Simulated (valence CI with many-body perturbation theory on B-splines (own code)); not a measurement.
Values are calculated unless marked as measured or tabulated.
# B in three bases

Level of theory: relativistic CI+MBPT: three valence electrons over a frozen Dirac-Fock core [He], radial functions for each j: 9 s, 9 p, 8 d, 6 f, 3 g, 1 h, with the one-electron correlation potential Σ1 (screened to all orders), the two-electron term Σ2, the three-electron term Σ3, Breit, model QED; selected single and double excitations, second order for the rest, scaled by the run's own slope (own B-spline code, finite nucleus).

Set against measurement, 16 paired levels are off by 42 cm⁻¹ on average, the worst by 62. These come from a selection out of the NIST Handbook of Basic Atomic Spectroscopic Data. Levels without a partner in it may be off by more.

The reference run has the lowest level 2s²2p ²P°_1/2 and an ionisation energy of 8.29154 eV. Its largest variational space holds 10542 state functions.

Changed runs:
A. basis 6 s, 6 p, 5 d, 3 f, 1 g
B. basis 5 s, 5 p, 4 d, 2 f

Excitation energies of the reference run in cm⁻¹, and shifts in cm⁻¹:

| Level | Reference | A | B |
| --- | --- | --- | --- |
| 2s²2p ²P°_3/2 | 15.1 | +0.1 | +0.1 |
| 2s2p² ⁴P_1/2 | 28924 | -55 | -163 |
| 2s2p² ⁴P_3/2 | 28930 | -55 | -164 |
| 2s2p² ⁴P_5/2 | 28937 | -55 | -163 |
| 2s²3s ²S_1/2 | 39993 | -56 | -163 |
| 2s2p² ²D_5/2 | 47890 | +116 | +463 |
| 2s2p² ²D_3/2 | 47891 | +116 | +462 |
| 2s²3p ²P°_1/2 | 48568 | -39 | -142 |
| 2s²3p ²P°_3/2 | 48570 | -39 | -142 |
| 2s²3d ²D_3/2 | 54737 | +11 | -36 |
| 2s²3d ²D_5/2 | 54737 | +11 | -36 |
| 2s²4s ²S_1/2 | 54949 | -80 | -183 |
| Ionisation energy (eV) | 8.29154 | -0.01042 | -0.02986 |
